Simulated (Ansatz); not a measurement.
GeEt3(NMeEt) (C₉H₂₃GeN). The state is a singlet with charge 0. Geometry PBE-D4/def2-SVP.

```xyz
34

Ge    0.257   -0.355   -0.393
C    -1.315   -1.366   -1.042
C    -2.517   -0.472   -1.361
H    -1.580   -2.139   -0.289
H    -0.985   -1.930   -1.941
H    -3.396   -1.058   -1.703
H    -2.830    0.118   -0.475
H    -2.279    0.259   -2.161
C     0.780    1.019   -1.719
C     0.992    0.446   -3.125
H     1.705    1.518   -1.360
H    -0.013    1.797   -1.720
H     1.297    1.229   -3.851
H     1.781   -0.334   -3.140
H     0.067   -0.022   -3.523
C     1.782   -1.583   -0.049
C     1.503   -2.621    1.042
H     2.657   -0.952    0.222
H     2.046   -2.077   -1.010
H     2.370   -3.293    1.215
H     1.266   -2.136    2.012
H     0.638   -3.268    0.786
N    -0.281    0.550    1.152
C    -1.111   -0.098    2.144
C     0.527    1.646    1.662
C    -0.263    2.939    1.901
H    -0.528   -0.528    3.002
H    -1.858    0.601    2.588
H    -1.690   -0.930    1.694
H     1.041    1.351    2.615
H     1.345    1.862    0.940
H     0.394    3.741    2.298
H    -0.721    3.296    0.955
H    -1.081    2.788    2.634
```

The 6-31G sets use Cartesian d functions.

Problem. Estimate the orbital energies around the gap (eV) in Ansatz with HF/6-31G, PBE-D4/def2-SVP, r2SCAN-D4/def2-TZVP, PBE0-D4/def2-TZVP, r2SCAN0-D4/def2-TZVP.

Solution. 
```json
{"orbital": "HOMO−13", "HF/6-31G": "-14.42", "PBE-D4/def2-SVP": "-9.10", "r2SCAN-D4/def2-TZVP": "-9.56", "PBE0-D4/def2-TZVP": "-10.70", "r2SCAN0-D4/def2-TZVP": "-10.94"}
{"orbital": "HOMO−12", "HF/6-31G": "-14.04", "PBE-D4/def2-SVP": "-9.00", "r2SCAN-D4/def2-TZVP": "-9.40", "PBE0-D4/def2-TZVP": "-10.53", "r2SCAN0-D4/def2-TZVP": "-10.75"}
{"orbital": "HOMO−11", "HF/6-31G": "-13.81", "PBE-D4/def2-SVP": "-8.83", "r2SCAN-D4/def2-TZVP": "-9.24", "PBE0-D4/def2-TZVP": "-10.35", "r2SCAN0-D4/def2-TZVP": "-10.57"}
{"orbital": "HOMO−10", "HF/6-31G": "-13.73", "PBE-D4/def2-SVP": "-8.73", "r2SCAN-D4/def2-TZVP": "-9.14", "PBE0-D4/def2-TZVP": "-10.25", "r2SCAN0-D4/def2-TZVP": "-10.47"}
{"orbital": "HOMO−9", "HF/6-31G": "-13.72", "PBE-D4/def2-SVP": "-8.68", "r2SCAN-D4/def2-TZVP": "-9.08", "PBE0-D4/def2-TZVP": "-10.21", "r2SCAN0-D4/def2-TZVP": "-10.42"}
{"orbital": "HOMO−8", "HF/6-31G": "-13.52", "PBE-D4/def2-SVP": "-8.48", "r2SCAN-D4/def2-TZVP": "-8.90", "PBE0-D4/def2-TZVP": "-10.02", "r2SCAN0-D4/def2-TZVP": "-10.24"}
{"orbital": "HOMO−7", "HF/6-31G": "-13.21", "PBE-D4/def2-SVP": "-8.19", "r2SCAN-D4/def2-TZVP": "-8.62", "PBE0-D4/def2-TZVP": "-9.72", "r2SCAN0-D4/def2-TZVP": "-9.94"}
{"orbital": "HOMO−6", "HF/6-31G": "-13.10", "PBE-D4/def2-SVP": "-8.10", "r2SCAN-D4/def2-TZVP": "-8.53", "PBE0-D4/def2-TZVP": "-9.64", "r2SCAN0-D4/def2-TZVP": "-9.85"}
{"orbital": "HOMO−5", "HF/6-31G": "-12.87", "PBE-D4/def2-SVP": "-7.92", "r2SCAN-D4/def2-TZVP": "-8.34", "PBE0-D4/def2-TZVP": "-9.43", "r2SCAN0-D4/def2-TZVP": "-9.64"}
{"orbital": "HOMO−4", "HF/6-31G": "-12.73", "PBE-D4/def2-SVP": "-7.85", "r2SCAN-D4/def2-TZVP": "-8.24", "PBE0-D4/def2-TZVP": "-9.33", "r2SCAN0-D4/def2-TZVP": "-9.53"}
{"orbital": "HOMO−3", "HF/6-31G": "-11.53", "PBE-D4/def2-SVP": "-7.07", "r2SCAN-D4/def2-TZVP": "-7.41", "PBE0-D4/def2-TZVP": "-8.45", "r2SCAN0-D4/def2-TZVP": "-8.63"}
{"orbital": "HOMO−2", "HF/6-31G": "-10.60", "PBE-D4/def2-SVP": "-6.38", "r2SCAN-D4/def2-TZVP": "-6.69", "PBE0-D4/def2-TZVP": "-7.68", "r2SCAN0-D4/def2-TZVP": "-7.84"}
{"orbital": "HOMO−1", "HF/6-31G": "-10.39", "PBE-D4/def2-SVP": "-6.32", "r2SCAN-D4/def2-TZVP": "-6.62", "PBE0-D4/def2-TZVP": "-7.59", "r2SCAN0-D4/def2-TZVP": "-7.75"}
{"orbital": "HOMO", "HF/6-31G": "-8.67", "PBE-D4/def2-SVP": "-4.27", "r2SCAN-D4/def2-TZVP": "-4.64", "PBE0-D4/def2-TZVP": "-5.68", "r2SCAN0-D4/def2-TZVP": "-5.85"}
{"orbital": "LUMO", "HF/6-31G": "5.18", "PBE-D4/def2-SVP": "0.47", "r2SCAN-D4/def2-TZVP": "0.58", "PBE0-D4/def2-TZVP": "0.79", "r2SCAN0-D4/def2-TZVP": "1.16"}
{"orbital": "LUMO+1", "HF/6-31G": "5.50", "PBE-D4/def2-SVP": "0.85", "r2SCAN-D4/def2-TZVP": "0.93", "PBE0-D4/def2-TZVP": "1.20", "r2SCAN0-D4/def2-TZVP": "1.55"}
{"orbital": "LUMO+2", "HF/6-31G": "5.71", "PBE-D4/def2-SVP": "1.13", "r2SCAN-D4/def2-TZVP": "1.21", "PBE0-D4/def2-TZVP": "1.40", "r2SCAN0-D4/def2-TZVP": "1.82"}
{"orbital": "LUMO+3", "HF/6-31G": "5.86", "PBE-D4/def2-SVP": "1.17", "r2SCAN-D4/def2-TZVP": "1.26", "PBE0-D4/def2-TZVP": "1.46", "r2SCAN0-D4/def2-TZVP": "1.83"}
{"orbital": "LUMO+4", "HF/6-31G": "6.70", "PBE-D4/def2-SVP": "1.39", "r2SCAN-D4/def2-TZVP": "1.49", "PBE0-D4/def2-TZVP": "1.88", "r2SCAN0-D4/def2-TZVP": "2.21"}
{"orbital": "LUMO+5", "HF/6-31G": "6.90", "PBE-D4/def2-SVP": "1.76", "r2SCAN-D4/def2-TZVP": "1.82", "PBE0-D4/def2-TZVP": "2.07", "r2SCAN0-D4/def2-TZVP": "2.45"}
```
